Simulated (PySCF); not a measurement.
This PySCF input asks for the NMR shieldings of `CC[C@H]1CCC[SiH2]1`, C$_{6}$H$_{14}$Si; the geometry comes from GFN2-xTB.

```python
import basis_set_exchange as bse
import numpy as np
from pyscf import gto, dft
from pyscf.prop import nmr

atoms = """
C     2.686950    0.632990   -0.315767
C     1.720069   -0.192712    0.521412
C     0.349727   -0.313002   -0.137443
C    -0.587246   -1.240598    0.646251
C    -2.011934   -1.013332    0.150634
C    -2.297783    0.489629    0.206929
Si   -0.652039    1.308636   -0.294940
H     2.832207    0.176320   -1.292449
H     2.295781    1.637266   -0.464467
H     3.654877    0.706902    0.175147
H     1.609517    0.268539    1.505870
H     2.140305   -1.191912    0.674201
H     0.495344   -0.745940   -1.133381
H    -0.294226   -2.287684    0.536343
H    -0.533789   -0.989358    1.708907
H    -2.088375   -1.359984   -0.882808
H    -2.730383   -1.581007    0.746322
H    -3.143393    0.751054   -0.425865
H    -2.569768    0.771438    1.224712
H    -0.650077    1.850354   -1.657000
H    -0.234685    2.339343    0.661624
"""
names = dict.fromkeys(["C", "Si", "H"], "pcSseg-1")
basis = {el: gto.basis.parse(bse.get_basis(n, elements=[el], fmt="nwchem")) for el, n in names.items()}
mol = gto.M(atom=atoms, basis=basis, charge=0, verbose=0)
mf = dft.RKS(mol, xc="PBE0")
mf.grids.level = 2
mf.grids.alignment = dft.numint.BLKSIZE   # the property module wants whole blocks of grid points
mf.conv_tol = 1e-9
mf.kernel()

calc = nmr.RKS(mf)   # GIAO
C = mf.mo_coeff
Co = C[:, mf.mo_occ > 0]
resp = mf.gen_response(singlet=True, hermi=2)
def vind(x):   # induced exchange potential for any number of trial vectors
    d = np.einsum("pi,xij,qj->xpq", C, 2 * x.reshape(-1, C.shape[1], Co.shape[1]), Co, optimize=True)
    return np.einsum("xpq,pi,qj->xij", resp(d - d.transpose(0, 2, 1)), C, Co, optimize=True).ravel()
mo1, _ = nmr.rhf.solve_mo1(calc, with_cphf=vind)
sigma = calc.kernel(mo1)
for i, s in enumerate(sigma):   # ppm
    print("%2d %-2s %9.2f" % (i, mol.atom_pure_symbol(i), np.trace(s) / 3))
```

Q: What are the results?

A: 
```
 0 C     167.26
 1 C     155.49
 2 C     152.97
 3 C     145.84
 4 C     155.47
 5 C     176.81
 6 Si    377.80
 7 H      30.68
 8 H      30.87
 9 H      30.37
10 H      30.47
11 H      29.86
12 H      30.70
13 H      29.60
14 H      30.64
15 H      30.39
16 H      29.59
17 H      30.70
18 H      30.91
19 H      27.50
20 H      27.79
```

These numbers come from an equivalent density-fitted implementation of the same equations, which agrees with the script to about 0.01 ppm for H and up to a few tenths of a ppm for heavy atoms, so last digits may differ.

Q: Turn these shieldings into chemical shifts. References, each an isolated molecule treated in the same way: 13C (σ = 186.93 ppm), 29Si (σ = 349.16 ppm), 1H (σ = 31.72 ppm) vs TMS.

A: Averaging equivalent atoms: C 3: 41.1; C 2: 34.0; C 4: 31.5; C 1: 31.4; C 0: 19.7; C 5: 10.1; Si 6: -28.6; H 19: 4.22; H 20: 3.93; H 16: 2.13; H 13: 2.12; H 11: 1.85; H 15: 1.32; H 10: 1.25; H 7/8/9: 1.08; H 14: 1.07; H 12: 1.02; H 17: 1.02; H 18: 0.81 ppm. 

Size and cost of the density-fitted run: 196 basis functions, 26 s wall time on 1 thread of an Intel Xeon 6975P-C, shared host; peak memory 0.87 GiB.
